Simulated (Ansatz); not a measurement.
**Reading a saddle point**

A first-order saddle point of TiHClF4, closed shell, PBE0-D4/def2-TZVP, with one imaginary mode of 474i cm⁻¹:

| atom | x (Å) | y (Å) | z (Å) |
| --- | --- | --- | --- |
| Ti1 | -0.4527 | -0.3110 | 0.0368 |
| F2 | 1.4987 | -0.4410 | -0.2040 |
| F3 | -0.4856 | -2.0456 | -0.0418 |
| F4 | -1.5154 | 0.1223 | -1.2548 |
| F5 | -1.2007 | -0.0178 | 1.5669 |
| H6 | 1.5113 | 0.7269 | -0.1398 |
| Cl7 | 0.6442 | 1.9660 | 0.0366 |

Program: Ansatz 0.2.0. Basis: def2-TZVPP and def2-QZVPP. Cores are frozen in the correlated methods. Extrapolation: Hartree–Fock as exp(−7.88 √X), correlation as X^−2.97.

Q: Which contacts change along the imaginary mode, and what lies on either side? (Judge from chemistry; the calculation decides.)

A: The calculation gives: The step is TiF₄ ([F][Ti]([F])([F])[F]) + HCl → TiClF₃ ([F][Ti]([F])([F])[Cl]) + HF, with the molecules in contact on both sides. Shortening one way: Ti1–Cl7, F2–H6; lengthening the same way: Ti1–F2, H6–Cl7.
| pair | one side (Å) | saddle (Å) | other side (Å) |
| --- | --- | --- | --- |
| Ti1–Cl7 | 3.33 | 2.53 | 2.22 |
| F2–H6 | 2.66 | 1.17 | 0.93 |
| Ti1–F2 | 1.75 | 1.97 | 2.51 |
| H6–Cl7 | 1.28 | 1.52 | 2.52 |

Q: Which side is lower, and how far does the saddle lie above each? (Judge from chemistry; the value comes from the calculation.)

A: By the calculation: The side with Ti1–F2, H6–Cl7 short is lower by 0.093 eV; the saddle lies 0.640 eV above it and 0.546 eV above the other (CCSD(T) at an estimated basis limit (MP2 extrapolated from triple and quadruple zeta, plus CCSD(T) − MP2 in triple zeta); electronic energies).

No T1 diagnostic of these runs exceeds 0.023.

Labels in which every atom is bracketed show which atoms are joined, not bond orders.

For scale, one of the runs: CCSD(T)/def2-TZVPP, 244 basis functions, launched by `ansatz run in.yaml --threads 8 --pin off --events-out ev --progress --plain --max-ram 19148MiB`. The run took 3.5 min on 8 CPU threads of an Arm Neoverse V2 (shared host), with 5.8 GiB of host memory at its peak.
